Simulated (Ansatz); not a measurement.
`C[S][GeH2][OH]` → H₂ + `C[S][Ge][OH]`  (germylene formation by 1,1-elimination)

Computed with Ansatz on PBE0-D4/def2-TZVP structures; ΔE is electronic, products minus reactants. CCSD(T)/CBS adds triple-zeta CCSD(T) − MP2 to the extrapolated MP2 energy (def2 sets, frozen cores). This one scheme is used for every species. Functionals use def2-TZVPP. B3LYP here is the variant with VWN-RPA as its local correlation; programs differ in this. For Ge outer-core shells are correlated without core-valence functions, which leaves a few kJ/mol of doubt a bond. Scalar relativity is left out up to krypton. One conformer a species, not always the lowest.

```json
{"level": "PBE-D4", "ΔE (kJ/mol)": "35.8", "difference from CCSD(T)/CBS": "-15.9"}
{"level": "r2SCAN-D4", "ΔE (kJ/mol)": "53.6", "difference from CCSD(T)/CBS": "1.9"}
{"level": "PBE0-D4", "ΔE (kJ/mol)": "58.6", "difference from CCSD(T)/CBS": "6.9"}
{"level": "B3LYP-D4", "ΔE (kJ/mol)": "33.4", "difference from CCSD(T)/CBS": "-18.3"}
{"level": "ωB97X-V", "ΔE (kJ/mol)": "66.3", "difference from CCSD(T)/CBS": "14.6"}
{"level": "ωB97M-V", "ΔE (kJ/mol)": "48.8", "difference from CCSD(T)/CBS": "-2.9"}
{"level": "B2PLYP", "ΔE (kJ/mol)": "44.5", "difference from CCSD(T)/CBS": "-7.2"}
{"level": "PBE", "ΔE (kJ/mol)": "33.5", "difference from CCSD(T)/CBS": "-18.2"}
{"level": "r2SCAN", "ΔE (kJ/mol)": "52.8", "difference from CCSD(T)/CBS": "1.1"}
{"level": "PBE0", "ΔE (kJ/mol)": "56.6", "difference from CCSD(T)/CBS": "4.9"}
{"level": "B3LYP", "ΔE (kJ/mol)": "30.1", "difference from CCSD(T)/CBS": "-21.6"}
{"level": "HF/def2-TZVPP", "ΔE (kJ/mol)": "71.8", "difference from CCSD(T)/CBS": "20.1"}
{"level": "MP2/def2-TZVPP", "ΔE (kJ/mol)": "66.5", "difference from CCSD(T)/CBS": "14.8"}
{"level": "SCS-MP2/def2-TZVPP", "ΔE (kJ/mol)": "63.8", "difference from CCSD(T)/CBS": "12.1"}
{"level": "CCSD/def2-TZVPP", "ΔE (kJ/mol)": "69.3", "difference from CCSD(T)/CBS": "17.6"}
{"level": "CCSD(T)/def2-TZVPP", "ΔE (kJ/mol)": "64.5", "difference from CCSD(T)/CBS": "12.8"}
{"level": "HF/def2-QZVPP", "ΔE (kJ/mol)": "71.3", "difference from CCSD(T)/CBS": "19.6"}
{"level": "MP2/def2-QZVPP", "ΔE (kJ/mol)": "58.9", "difference from CCSD(T)/CBS": "7.2"}
{"level": "SCS-MP2/def2-QZVPP", "ΔE (kJ/mol)": "58.0", "difference from CCSD(T)/CBS": "6.3"}
{"level": "HF/CBS(def2)", "ΔE (kJ/mol)": "71.2", "difference from CCSD(T)/CBS": "19.5"}
{"level": "MP2/CBS(def2)", "ΔE (kJ/mol)": "53.6", "difference from CCSD(T)/CBS": "1.9"}
{"level": "CCSD/CBS(def2)", "ΔE (kJ/mol)": "56.4", "difference from CCSD(T)/CBS": "4.7"}
{"level": "CCSD(T)/CBS", "ΔE (kJ/mol)": "51.7", "difference from CCSD(T)/CBS": "0"}
```

Largest T1 diagnostic among the species: 0.014.

In def2-TZVPP, CCSD(T) changes the Hartree–Fock value by −7.3 kJ/mol (the triples alone add −4.8 kJ/mol) and MP2 by −5.3 kJ/mol. The D4 term adds +3.3 kJ/mol with B3LYP and +2.0 kJ/mol with PBE0; it sums over pairs of atoms, weighted by their polarisabilities, and B3LYP, whose exchange is more repulsive, gets the larger term.
